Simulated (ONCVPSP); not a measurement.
# u(r) = r·R(r): atom against pseudo-atom (K (Z = 19))

Columns: radius, all-electron u(r) and pseudo u(r) of the 3s shell (level -35.06 eV) of potassium in the configuration [Ne] 3s2 3p6 4s1; BLYP, scalar-relativistic, ONCV scheme, ONCVPSP 4.0.1.

```json
{"r (bohr)": "0.098", "all-electron": "0.0517", "pseudo": "0.0745"}
{"r (bohr)": "0.195", "all-electron": "-0.4077", "pseudo": "0.1545"}
{"r (bohr)": "0.292", "all-electron": "-0.4866", "pseudo": "0.2452"}
{"r (bohr)": "0.390", "all-electron": "-0.2858", "pseudo": "0.3490"}
{"r (bohr)": "0.488", "all-electron": "0.0233", "pseudo": "0.4625"}
{"r (bohr)": "0.585", "all-electron": "0.3288", "pseudo": "0.5787"}
{"r (bohr)": "0.682", "all-electron": "0.5837", "pseudo": "0.6907"}
{"r (bohr)": "0.780", "all-electron": "0.7739", "pseudo": "0.7908"}
{"r (bohr)": "0.878", "all-electron": "0.8977", "pseudo": "0.8700"}
{"r (bohr)": "0.975", "all-electron": "0.9632", "pseudo": "0.9224"}
{"r (bohr)": "1.072", "all-electron": "0.9831", "pseudo": "0.9465"}
{"r (bohr)": "1.170", "all-electron": "0.9686", "pseudo": "0.9430"}
{"r (bohr)": "1.268", "all-electron": "0.9299", "pseudo": "0.9152"}
{"r (bohr)": "1.365", "all-electron": "0.8761", "pseudo": "0.8692"}
{"r (bohr)": "1.463", "all-electron": "0.8127", "pseudo": "0.8102"}
{"r (bohr)": "1.560", "all-electron": "0.7458", "pseudo": "0.7451"}
{"r (bohr)": "1.658", "all-electron": "0.6774", "pseudo": "0.6772"}
{"r (bohr)": "1.755", "all-electron": "0.6112", "pseudo": "0.6111"}
{"r (bohr)": "1.852", "all-electron": "0.5481", "pseudo": "0.5481"}
{"r (bohr)": "1.950", "all-electron": "0.4885", "pseudo": "0.4884"}
{"r (bohr)": "2.047", "all-electron": "0.4340", "pseudo": "0.4339"}
{"r (bohr)": "2.145", "all-electron": "0.3837", "pseudo": "0.3837"}
{"r (bohr)": "2.242", "all-electron": "0.3386", "pseudo": "0.3386"}
{"r (bohr)": "2.340", "all-electron": "0.2977", "pseudo": "0.2976"}
{"r (bohr)": "2.438", "all-electron": "0.2611", "pseudo": "0.2610"}
{"r (bohr)": "2.535", "all-electron": "0.2288", "pseudo": "0.2288"}
```

Question: How many radial nodes do the two functions have?

Answer: The all-electron 3s function has n − l − 1 = 2; the pseudo-wave has 0, since the states of the same l below it are removed with the core.

Question: At about which radius was the pseudo-wave matched?

Answer: 1.95 bohr. The columns agree to 0.0005 from 1.66 bohr on; several derivatives are matched, so the curves merge somewhat inside the radius.

Question: Where does each function peak?

Answer: Outermost all-electron maximum near 1.07 bohr, pseudo maximum near 1.07 bohr (to the table’s step).

Question: Is the pseudo-wave norm-conserving?

Answer: Yes: the ONCV scheme keeps the norm inside the radius equal to the all-electron one, which fixes the energy derivative of the logarithmic derivative at the level.
